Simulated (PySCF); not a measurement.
**Two-component Hartree-Fock for La (lanthanum, neutral)**

Start: [Xe] 5d1 6s2; 5d3/2 filled at m_j = +3/2. Calculated with PySCF 2.14 in x2c-TZVPall-2c with one added diffuse shell each of s, p, d type (12s12p11d2f, 117 functions): generalised Hartree-Fock with the X2C-1e Hamiltonian and a Gaussian nucleus; one run each with spin-orbit coupling (SO) switched off, then screened by Boettger's factors.

```csv
spinor shell,electrons,"ε, spin-free (eV)","ε, screened SO (eV)",weight of nominal j (screened SO),"rms radius, screened SO (bohr)"
1s1/2,2,-39120.5,-39115.4,1.000,0.0286
2s1/2,2,-6335.5,-6333.9,1.000,0.116
2p1/2,2,-5671.4,-5960.0,1.000,0.100
2p3/2,4,-5671.4,-5543.4,1.000,0.106
3s1/2,2,-1400.7,-1400.0,1.000,0.303
3p1/2,2,-1183.7,-1241.2,1.000,0.295
3p3/2,4,-1183.7,-1157.7,1.000,0.308
3d3/2,4,-871.96,-882.15,1.000,0.279
3d5/2,6,-871.96,-864.46,1.000,0.283
4s1/2,2,-301.84,-301.55,1.000,0.694
4p1/2,2,-228.40,-240.61,1.000,0.719
4p3/2,4,-228.40,-222.66,1.000,0.746
4d3/2,4,-118.78,-120.54,1.000,0.820
4d5/2,6,-118.78,-117.23,1.000,0.830
5s1/2,2,-48.512,-48.355,1.000,1.67
5p1/2,2,-27.742,-30.010,0.994,1.89
5p3/2,4,-27.742,-26.509,0.997,1.96
5d3/2,1,-6.061,-6.096,1.000,3.29
6s1/2,2,-5.136,-5.126,0.731,4.63
```

```
   quantity    spin-free  screened SO
E (hartree)  -8487.68867  -8491.13767
        M_J          3/2          3/2
       ⟨J²⟩        3.770        3.779
       ⟨L²⟩        7.703        7.884
       ⟨S²⟩        1.665        1.771
```

Each row is a mean over spinors that exchange with the open shell spreads, by up to 1.774 eV (5p1/2).

Rows whose weight is well below 1 are mixtures of j = l ± 1/2: exchange outweighs spin-orbit coupling there, and the label is only the starting occupation.

Breit and QED terms are absent; they matter most for the inner s and p1/2 levels.

Densities and radii are taken from the X2C orbitals without a picture-change correction, which distorts them close to the nucleus.

Without spin-orbit coupling the j labels of p, d and f shells carry no meaning; the spin-free column gives the mean over the occupied spinors of each nl shell.
